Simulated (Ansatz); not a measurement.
Steps of a relaxation of CH₅BN₂O (`N=C(O)BN`) with RKS PBE0-D4/def2-TZVP.

```sh
$ ansatz run in.yaml --threads 2 --pin off --events-out ev --progress --plain --max-ram 4352MiB
```

```yaml
crystal:
  periodic: [false, false, false]
  atoms:
    - {symbol: N, position_ang: [-0.397098, -1.690053, 1.124759]}
    - {symbol: C, position_ang: [0.116210, -0.697836, 0.486072]}
    - {symbol: O, position_ang: [1.472763, -0.542508, 0.518093]}
    - {symbol: B, position_ang: [-0.633364, 0.416105, -0.364881]}
    - {symbol: N, position_ang: [0.120207, 1.420016, -0.965408]}
    - {symbol: H, position_ang: [-1.422254, -1.680222, 1.011286]}
    - {symbol: H, position_ang: [1.802591, -1.286575, 1.071286]}
    - {symbol: H, position_ang: [-1.844098, 0.391467, -0.486419]}
    - {symbol: H, position_ang: [-0.270261, 2.176028, -1.527639]}
    - {symbol: H, position_ang: [1.138304, 1.442479, -0.864249]}
basis:
  gaussian: {orbitals: def2-TZVP}
hamiltonian: {xc: pbe0, dispersion: d4}
relax: {f_tol: 0.005, max_steps: 150}
```

Positions (Å) and forces (eV/Å) along the path, 7 of 7 steps:

```xyz
10
step=1 energy=-6817.8640 eV
N    -0.397   -1.690    1.125   -0.089    0.975   -0.690
C     0.116   -0.698    0.486   -0.087   -0.617    0.421
O     1.473   -0.543    0.518   -0.330   -0.722    0.471
B    -0.633    0.416   -0.365   -0.164    0.241   -0.179
N     0.120    1.420   -0.965    0.168    0.052   -0.018
H    -1.422   -1.680    1.011    0.607    0.012    0.054
H     1.803   -1.287    1.071   -0.166    0.564   -0.411
H    -1.844    0.391   -0.486    0.484   -0.013    0.065
H    -0.270    2.176   -1.528    0.242   -0.505    0.374
H     1.138    1.442   -0.864   -0.667    0.014   -0.087
10
step=2 energy=-6817.9072 eV
N    -0.397   -1.674    1.113   -0.145    0.266   -0.203
C     0.117   -0.694    0.484    0.105   -0.138    0.111
O     1.467   -0.546    0.522   -0.153   -0.226    0.142
B    -0.632    0.415   -0.362   -0.037    0.084   -0.066
N     0.118    1.411   -0.960    0.044   -0.021    0.019
H    -1.411   -1.660    0.997    0.185   -0.034    0.043
H     1.796   -1.281    1.068   -0.018    0.185   -0.131
H    -1.828    0.386   -0.479    0.137   -0.009    0.025
H    -0.270    2.158   -1.515    0.047   -0.118    0.085
H     1.124    1.435   -0.863   -0.165    0.011   -0.025
10
step=3 energy=-6817.9114 eV
N    -0.402   -1.669    1.107   -0.037    0.030   -0.023
C     0.117   -0.693    0.484    0.082    0.001    0.002
O     1.464   -0.549    0.524   -0.066   -0.012    0.003
B    -0.629    0.414   -0.362   -0.004    0.007    0.005
N     0.117    1.408   -0.959    0.008   -0.013    0.008
H    -1.411   -1.655    0.992   -0.012   -0.023    0.014
H     1.796   -1.279    1.066    0.041   -0.002    0.006
H    -1.818    0.383   -0.473   -0.012   -0.004   -0.002
H    -0.273    2.151   -1.512   -0.012    0.007   -0.005
H     1.120    1.437   -0.864    0.013    0.008   -0.007
10
step=4 energy=-6817.9117 eV
N    -0.404   -1.668    1.106   -0.017    0.002   -0.008
C     0.118   -0.694    0.484    0.035    0.013    0.005
O     1.464   -0.550    0.526   -0.026   -0.004   -0.001
B    -0.628    0.415   -0.360   -0.002   -0.009   -0.007
N     0.117    1.409   -0.959    0.008   -0.005    0.004
H    -1.413   -1.655    0.990   -0.010   -0.010    0.007
H     1.799   -1.279    1.068    0.022   -0.003    0.004
H    -1.817    0.382   -0.472   -0.010    0.003    0.004
H    -0.275    2.151   -1.511   -0.008    0.006   -0.006
H     1.121    1.437   -0.869    0.009    0.008   -0.001
10
step=5 energy=-6817.9117 eV
N    -0.406   -1.670    1.104   -0.007   -0.002    0.000
C     0.117   -0.694    0.485    0.013   -0.002    0.004
O     1.463   -0.548    0.528    0.005   -0.001    0.001
B    -0.627    0.415   -0.359    0.007   -0.001   -0.001
N     0.119    1.407   -0.960   -0.014    0.010   -0.004
H    -1.415   -1.658    0.989    0.002   -0.001    0.000
H     1.803   -1.277    1.067   -0.005   -0.002    0.001
H    -1.818    0.385   -0.469    0.004    0.003   -0.001
H    -0.276    2.149   -1.512    0.001    0.002   -0.003
H     1.123    1.439   -0.871   -0.005   -0.007    0.003
10
step=6 energy=-6817.9118 eV
N    -0.406   -1.669    1.103    0.003   -0.003    0.002
C     0.119   -0.694    0.486   -0.005   -0.006    0.002
O     1.465   -0.551    0.530    0.002    0.004    0.001
B    -0.626    0.415   -0.358   -0.005    0.015   -0.011
N     0.117    1.409   -0.961    0.002   -0.005    0.002
H    -1.415   -1.656    0.986   -0.001    0.001    0.001
H     1.802   -1.280    1.070   -0.001   -0.001   -0.001
H    -1.816    0.386   -0.467    0.003   -0.007    0.004
H    -0.279    2.149   -1.513    0.000    0.000    0.002
H     1.121    1.440   -0.873    0.003    0.003   -0.002
10
step=7 energy=-6817.9118 eV
N    -0.406   -1.670    1.103   -0.001    0.000    0.000
C     0.119   -0.694    0.486    0.002    0.003   -0.002
O     1.465   -0.550    0.531    0.001   -0.001    0.001
B    -0.626    0.416   -0.358   -0.004   -0.002    0.001
N     0.118    1.409   -0.961    0.002    0.001   -0.001
H    -1.415   -1.656    0.985   -0.001   -0.001    0.001
H     1.802   -1.280    1.070   -0.001    0.001    0.000
H    -1.816    0.385   -0.466    0.001    0.000    0.000
H    -0.279    2.149   -1.513    0.000    0.000    0.000
H     1.121    1.440   -0.874    0.000    0.000    0.000
```

It took 32 s on 2 threads of an Arm Neoverse V1 on a shared host, with 0.38 GiB of host memory at the peak.
